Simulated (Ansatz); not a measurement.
Basis sets compared for B12N12H32, a nanocrystal cut from zinc blende BN (hydrogen-capped). Charge 0, multiplicity 1. Geometry PBE-D4/def2-SVP. Ansatz on 2 threads of AMD EPYC 7R13 on a shared host and a share (18 GiB) of an NVIDIA H100 80GB HBM3; times are rough, and most runs start from earlier orbitals.

Cartesian coordinates in Å:
```
N 2.672 0.307 -1.438
N 1.392 1.212 2.604
N -1.222 1.916 1.496
N 0.395 0.891 -2.467
N -1.490 1.677 -1.020
N 0.764 1.154 0.047
N 1.540 -1.281 0.127
N -0.376 -0.515 1.665
N -0.749 -0.757 -0.885
N 1.211 -1.538 -2.338
N -2.647 0.116 0.618
N -1.652 -2.632 0.729
B 1.851 1.586 1.122
B 1.424 1.324 -1.375
B 2.282 -1.200 -1.244
B -0.471 2.121 0.085
B 0.678 -0.212 2.821
B -1.620 0.402 1.805
B -0.853 1.879 -2.468
B -0.089 -0.585 -2.306
B -1.990 0.202 -0.852
B 0.266 -0.332 0.248
B -0.767 -2.036 1.931
B -1.205 -2.274 -0.761
H 3.220 0.462 -2.293
H 3.281 0.601 -0.653
H 2.256 1.158 3.160
H 0.882 1.980 3.062
H -2.064 2.510 1.503
H -0.663 2.314 2.257
H 0.804 1.023 -3.401
H -2.293 2.320 -1.033
H 2.155 -1.048 0.925
H 1.213 -2.238 0.344
H 1.613 -1.567 -3.284
H 0.836 -2.488 -2.160
H -3.430 0.785 0.662
H -3.117 -0.785 0.746
H -2.661 -2.495 0.878
H -1.553 -3.652 0.812
H 2.088 2.789 1.048
H 2.910 0.939 0.987
H 1.852 2.456 -1.568
H 3.260 -1.946 -1.302
H -0.163 3.302 -0.023
H 0.137 -0.219 3.925
H 1.608 -1.028 2.780
H -2.181 0.315 2.894
H -0.472 3.043 -2.601
H -1.661 1.542 -3.333
H -0.829 -0.930 -3.221
H -2.848 -0.089 -1.678
H 0.248 -2.745 1.942
H -1.396 -2.154 2.981
H -0.252 -3.055 -0.962
H -2.118 -2.523 -1.544
```

Single mean-field runs in def2-SVP, def2-TZVP are fitted with def2-universal-jkfit.

Binding counts from free atoms (N quartet, B doublet, H doublet) in the same basis, without a counterpoise term.

| level | functions | energy (Eh) | HOMO (eV) | LUMO (eV) | binding per atom (eV) | wall time |
| --- | --- | --- | --- | --- | --- | --- |
| PBE-D4/def2-SVP | 496 | -973.4180 | -5.52 | -0.52 | 4.32 | 4.9 s |
| PBE0-D4/def2-SVP | 496 | -973.5852 | -6.88 | 0.43 | 4.25 | 6 s |

Estimate the rows for PBE-D4/def2-TZVP, PBE0-D4/def2-TZVP (with forces).


| level | functions | energy (Eh) | HOMO (eV) | LUMO (eV) | binding per atom (eV) | wall time |
| --- | --- | --- | --- | --- | --- | --- |
| PBE-D4/def2-TZVP | 936 | -974.4413 | -5.72 | -1.06 | 4.25 | 7.5 s |
| PBE0-D4/def2-TZVP (with forces) | 936 | -974.5931 | -7.03 | -0.22 | 4.19 | 11 s |
